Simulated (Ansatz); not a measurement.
Ansatz (a quantum-chemistry and plane-wave program) input for C₄H₅NSi, SMILES N#CC1=CC[SiH2]1, PBE-D3(BJ)/def2-SVP. 

Ansatz 0.2 input:
```yaml
crystal:
  periodic: [false, false, false]
  atoms:
    - {symbol: N, position_ang: [-0.14933926, -3.02190946, 0.00000000]}
    - {symbol: C, position_ang: [-0.01388247, -1.87102198, -0.00000000]}
    - {symbol: C, position_ang: [0.11217799, -0.44680074, -0.00000000]}
    - {symbol: C, position_ang: [1.24746415, 0.29236580, 0.00000000]}
    - {symbol: C, position_ang: [0.84826806, 1.76141474, 0.00000000]}
    - {symbol: Si, position_ang: [-0.94595012, 1.10604809, 0.00000000]}
    - {symbol: H, position_ang: [2.27741834, -0.09048170, 0.00000000]}
    - {symbol: H, position_ang: [1.18827891, 2.31045953, -0.89308840]}
    - {symbol: H, position_ang: [1.18827891, 2.31045953, 0.89308841]}
    - {symbol: H, position_ang: [-1.76473296, 1.36125442, -1.21687354]}
    - {symbol: H, position_ang: [-1.76473297, 1.36125441, 1.21687353]}
basis:
  gaussian:
    orbitals: def2-SVP
hamiltonian:
  xc: pbe
  dispersion: d3bj
relax: {f_tol: 0.002, max_steps: 200}
```

Output:

```
WARN ansatz: RAYON_NUM_THREADS=2 ignored (pool sized by the plan → 2); use --threads N
Functional definition: PBE
integrals: 0.06 GiB planned
1290 factors; their error is unknown
mean field: 0.33 GiB planned
mean field evaluation 1: about -13567.0435 eV, gradient 6.3e1 eV
mean field evaluation 2: about -13549.2856 eV, gradient 1.0e2 eV
mean field evaluation 4: about -13577.0068 eV, gradient 1.3e1 eV
mean field evaluation 8: about -13577.4261 eV, gradient 9.3e-2 eV
mean field evaluation 16: about -13577.3425 eV, gradient 1.1e-4 eV
mean field -13577.34249389 eV, -498.9581335973 hartree, gradient 5.5e-5 eV, S^2 0.000000; 0 other end points of the search recorded, 0 dependent functions left out
the calculation of the forces begins
reference -13577.34252901 eV, -498.9581348880 hartree; 25, 25 occupied and 88, 88 virtual orbitals, 1290 factors
relax step   1: F+E_penalty+E_count = -13577.61031568 eV  Δ(F+E_penalty+E_count) = +0.000e0 eV  max|allowed force component| = 2.386e0 eV/Å  Δτ_max = 0.0000 Å  (30 SCF iters, accepted)
these checks for a lower state are left out or cut short: starts, cluster_reference, orbital_swaps, neighbouring_geometries, increment
integrals: 0.06 GiB planned
1290 factors; their error is unknown
mean field: 0.33 GiB planned
mean field -13577.37920467 eV, -498.9594826934 hartree, gradient 1.5e-5 eV, S^2 0.000000; 0 other end points of the search recorded, 0 dependent functions left out
the calculation of the forces begins
reference -13577.37923984 eV, -498.9594839860 hartree; 25, 25 occupied and 88, 88 virtual orbitals, 1290 factors
relax step   2: F+E_penalty+E_count = -13577.64622276 eV  Δ(F+E_penalty+E_count) = -3.591e-2 eV  max|allowed force component| = 5.400e-1 eV/Å  Δτ_max = 0.0217 Å  (34 SCF iters, accepted)
these checks for a lower state are left out or cut short: starts, cluster_reference, orbital_swaps, neighbouring_geometries, increment
integrals: 0.06 GiB planned
1290 factors; their error is unknown
mean field: 0.33 GiB planned
mean field evaluation 32: about -13577.3827 eV, gradient 1.5e-3 eV
mean field -13577.38274585 eV, -498.9596128295 hartree, gradient 1.5e-5 eV, S^2 0.000000; 0 other end points of the search recorded, 0 dependent functions left out
the calculation of the forces begins
reference -13577.38278104 eV, -498.9596141225 hartree; 25, 25 occupied and 88, 88 virtual orbitals, 1290 factors
relax step   3: F+E_penalty+E_count = -13577.64969334 eV  Δ(F+E_penalty+E_count) = -3.471e-3 eV  max|allowed force component| = 7.507e-2 eV/Å  Δτ_max = 0.0074 Å  (34 SCF iters, accepted)
these checks for a lower state are left out or cut short: starts, cluster_reference, orbital_swaps, neighbouring_geometries, increment
integrals: 0.06 GiB planned
1290 factors; their error is unknown
mean field: 0.33 GiB planned
mean field -13577.38305309 eV, -498.9596241201 hartree, gradient 1.5e-5 eV, S^2 0.000000; 0 other end points of the search recorded, 0 dependent functions left out
the calculation of the forces begins
reference -13577.38308826 eV, -498.9596254127 hartree; 25, 25 occupied and 88, 88 virtual orbitals, 1290 factors
relax step   4: F+E_penalty+E_count = -13577.64998682 eV  Δ(F+E_penalty+E_count) = -2.935e-4 eV  max|allowed force component| = 2.846e-2 eV/Å  Δτ_max = 0.0041 Å  (34 SCF iters, accepted)
these checks for a lower state are left out or cut short: starts, cluster_reference, orbital_swaps, neighbouring_geometries, increment
integrals: 0.06 GiB planned
1290 factors; their error is unknown
mean field: 0.33 GiB planned
mean field -13577.38314845 eV, -498.9596276247 hartree, gradient 1.5e-5 eV, S^2 0.000000; 0 other end points of the search recorded, 0 dependent functions left out
the calculation of the forces begins
reference -13577.38318361 eV, -498.9596289168 hartree; 25, 25 occupied and 88, 88 virtual orbitals, 1290 factors
relax step   5: F+E_penalty+E_count = -13577.65009709 eV  Δ(F+E_penalty+E_count) = -1.103e-4 eV  max|allowed force component| = 1.726e-2 eV/Å  Δτ_max = 0.0063 Å  (34 SCF iters, accepted)
these checks for a lower state are left out or cut short: starts, cluster_reference, orbital_swaps, neighbouring_geometries, increment
integrals: 0.06 GiB planned
1290 factors; their error is unknown
mean field: 0.33 GiB planned
mean field -13577.38317442 eV, -498.9596285791 hartree, gradient 1.5e-5 eV, S^2 0.000000; 0 other end points of the search recorded, 0 dependent functions left out
the calculation of the forces begins
reference -13577.38320957 eV, -498.9596298710 hartree; 25, 25 occupied and 88, 88 virtual orbitals, 1290 factors
relax step   6: F+E_penalty+E_count = -13577.65014296 eV  Δ(F+E_penalty+E_count) = -4.587e-5 eV  max|allowed force component| = 1.279e-2 eV/Å  Δτ_max = 0.0055 Å  (35 SCF iters, accepted)
these checks for a lower state are left out or cut short: starts, cluster_reference, orbital_swaps, neighbouring_geometries, increment
integrals: 0.06 GiB planned
1290 factors; their error is unknown
mean field: 0.33 GiB planned
mean field evaluation 64: about -13577.3832 eV, gradient 1.5e-3 eV
mean field -13577.38318836 eV, -498.9596290912 hartree, gradient 1.5e-5 eV, S^2 0.000000; 0 other end points of the search recorded, 0 dependent functions left out
the calculation of the forces begins
reference -13577.38322350 eV, -498.9596303829 hartree; 25, 25 occupied and 88, 88 virtual orbitals, 1290 factors
relax step   7: F+E_penalty+E_count = -13577.65015696 eV  Δ(F+E_penalty+E_count) = -1.400e-5 eV  max|allowed force component| = 3.778e-3 eV/Å  Δτ_max = 0.0030 Å  (35 SCF iters, accepted)
these checks for a lower state are left out or cut short: starts, cluster_reference, orbital_swaps, neighbouring_geometries, increment
integrals: 0.06 GiB planned
1290 factors; their error is unknown
mean field: 0.33 GiB planned
mean field -13577.38318180 eV, -498.9596288504 hartree, gradient 2.3e-5 eV, S^2 0.000000; 0 other end points of the search recorded, 0 dependent functions left out
the calculation of the forces begins
reference -13577.38321695 eV, -498.9596301421 hartree; 25, 25 occupied and 88, 88 virtual orbitals, 1290 factors
relax step   8: F+E_penalty+E_count = -13577.65015802 eV  Δ(F+E_penalty+E_count) = -1.057e-6 eV  max|allowed force component| = 1.240e-3 eV/Å  Δτ_max = 0.0003 Å  (21 SCF iters, accepted)
integrals: 0.06 GiB planned
1290 factors; their error is unknown
mean field: 0.33 GiB planned
mean field -13577.38318180 eV, -498.9596288504 hartree, gradient 2.3e-5 eV, S^2 0.000000; 1 other end points of the search recorded, 0 dependent functions left out
the calculation of the forces begins
reference -13577.38321695 eV, -498.9596301421 hartree; 25, 25 occupied and 88, 88 virtual orbitals, 1290 factors
Total energy: -13577.65019317 eV, -498.9694413370 hartree
Atom 0 at    -0.185552    -3.036311    -0.000000 Å, force     0.000052    -0.000160    -0.000000 eV/Å
Atom 1 at    -0.018400    -1.871582    -0.000000 Å, force    -0.000259    -0.000544    -0.000000 eV/Å
Atom 2 at     0.122547    -0.463548     0.000000 Å, force     0.000238    -0.000456     0.000000 eV/Å
Atom 3 at     1.260484     0.301307     0.000000 Å, force    -0.001012     0.000885    -0.000000 eV/Å
Atom 4 at     0.856439     1.763754    -0.000000 Å, force     0.000669     0.000708     0.000000 eV/Å
Atom 5 at    -0.948178     1.100864     0.000000 Å, force     0.001240    -0.000625     0.000000 eV/Å
Atom 6 at     2.301139    -0.077357     0.000000 Å, force    -0.000519    -0.000212     0.000000 eV/Å
Atom 7 at     1.193401     2.326237    -0.896673 Å, force    -0.000060     0.000123     0.000052 eV/Å
Atom 8 at     1.193401     2.326237     0.896673 Å, force    -0.000060     0.000123    -0.000052 eV/Å
Atom 9 at    -1.776017     1.351721    -1.229140 Å, force    -0.000145     0.000079    -0.000036 eV/Å
Atom 10 at    -1.776017     1.351721     1.229140 Å, force    -0.000145     0.000079     0.000036 eV/Å
Dipole moment:     0.186548     0.916954     0.000000 e Å
```

Self-consistency was reached.

Cost: roughly 20 core-seconds.
